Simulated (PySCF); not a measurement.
**Exercise with solution: chemical shift, span and skew from a shielding tensor**

C3H6FNSi, SMILES F/C=C1/CN[SiH2]1. Atoms are numbered in the order given.

```xyz
12

F     -0.4376    -2.5406     0.0000
C      0.5705    -1.6552     0.0000
C      0.3538    -0.3446     0.0000
C      1.3608     0.8078     0.0000
N      0.3716     1.8939     0.0000
Si    -1.0504     0.8957     0.0000
H      1.5481    -2.1547     0.0000
H      2.0171     0.8026    -0.8955
H      2.0171     0.8026     0.8955
H      0.6417     2.8677     0.0000
H     -1.9463     0.9512     1.2000
H     -1.9463     0.9512    -1.2000
```

Geometry optimised at r2SCAN-D4/def2-SVP. The structure was generated by enumeration; whether it is a known compound was not checked.

GIAO shieldings from PBE/pcSseg-1 (PySCF), non-relativistic, no solvent. The symmetric part of the tensor of C3 has the principal values -22.3, 73.7, 131.0 ppm. The same nucleus in TMS has σ = 182.0 ppm at this level (PySCF, at its B3LYP-D3(BJ)/def2-TZVP geometry).

**Question.** Work out the isotropic shielding, the ¹³C shift against TMS, the span and the skew.

**Answer.** 
σ(iso) = (σ11 + σ22 + σ33)/3 = 60.8 ppm. δ = σ(ref) − σ(iso) = 182.0 − (60.8) = 121.2 ppm.
Span Ω = σ33 − σ11 = 153.3 ppm. Skew κ = 3(σ(iso) − σ22)/Ω = -0.25. Tumbling in solution averages the tensor to δ; in a static solid the shielding alone would spread this spin-1/2 line over Ω.
